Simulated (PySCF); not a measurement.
Run record: geometry optimisation, trans-Hf(PH3)2F4, `[F][Hf]([F])([F])([F])(<-[PH3])<-[PH3]`.

Computed with PBE0-D3(BJ)/def2-SVP geometry optimisation, gas phase, def2 core potentials past Kr (PySCF 2.14.0). Start geometry: GFN2-xTB. The input is one job of a driver script: a line of settings, then coordinates in Å.

Input:
```
{"job": {"xc": "PBE0", "basis": "def2-SVP", "d3": "d3bj", "grid": 1, "maxiter": 30, "shake": 0.03, "kind": "geom"}, "charge": 0, "multiplicity": 1}
Hf    -0.027390    -0.167950     0.012660
P     -0.167200     0.094380     2.700970
H      0.679060     1.027310     3.207660
H      0.657400    -0.976860     3.185340
H     -1.037150     0.142940     3.748850
P      0.066520    -0.156410    -2.716090
H      1.088150     0.648710    -3.241060
H     -0.920950     0.630310    -3.197060
H      0.055570    -1.029230    -3.727620
F      1.665930    -0.024290     0.676320
F     -1.968310     0.011100     0.131550
F      0.078040     1.665720    -0.636300
F     -0.139020    -1.917850    -0.123010
```

**Question.** Give the output.

**Answer.** 
```
step   0  E = -1132.79251570  max force = 0.144783
step   1  E = -1132.83688875  max force = 0.020381
step   2  E = -1132.84247137  max force = 0.006952
step   3  E = -1132.84413053  max force = 0.005890
step   4  E = -1132.84532125  max force = 0.004122
step   5  E = -1132.84582666  max force = 0.006785
step   6  E = -1132.84622901  max force = 0.003153
step   7  E = -1132.84636159  max force = 0.001235
step   8  E = -1132.84643687  max force = 0.001146
step   9  E = -1132.84645966  max force = 0.000925
step  10  E = -1132.84646827  max force = 0.000655
step  11  E = -1132.84647541  max force = 0.000634
step  12  E = -1132.84648136  max force = 0.000593
step  13  E = -1132.84648515  max force = 0.000447
optimisation converged
```

Energies in Eh; «max force» is the largest Cartesian gradient component in Eh/bohr.

**Question.** How much energy does the optimisation release, in eV?

**Answer.** E(step 0) − E(last step) = 0.053969 Eh, which is 1.469 eV.

Summary of the converged run: final energy -1132.84649 Eh after 13 steps; dipole 0.62 D.

**Question.** Give the final coordinates.

**Answer.** 0.256 Å rms from the input after alignment:
```
atom  x, y, z in Å
Hf1   -0.0319   -0.1414   -0.0011
P2     0.0388    0.0662    2.8745
H3     0.8052    1.1423    3.3867
H4     0.7151   -0.9953    3.5272
H5    -1.0875    0.1680    3.7290
P6    -0.0900   -0.0081   -2.8705
H7     1.0087    0.6733   -3.4518
H8    -1.1350    0.7633   -3.4359
H9    -0.1398   -1.1298   -3.7343
F10    1.8082   -0.1377    0.6496
F11   -1.9057   -0.1716    0.5019
F12    0.0034    1.7181   -0.5926
F13    0.0411   -1.9994   -0.5605
```

**Question.** Estimate the wall time. Hardware: Arm Neoverse V1, one thread (shared host). And the peak memory of the process?

**Answer.** About 3.6 min, with 0.62 GiB resident at the peak, the Python interpreter and its libraries included.
Labels such as C1 count atoms from 1, the log's own numbers from 0.
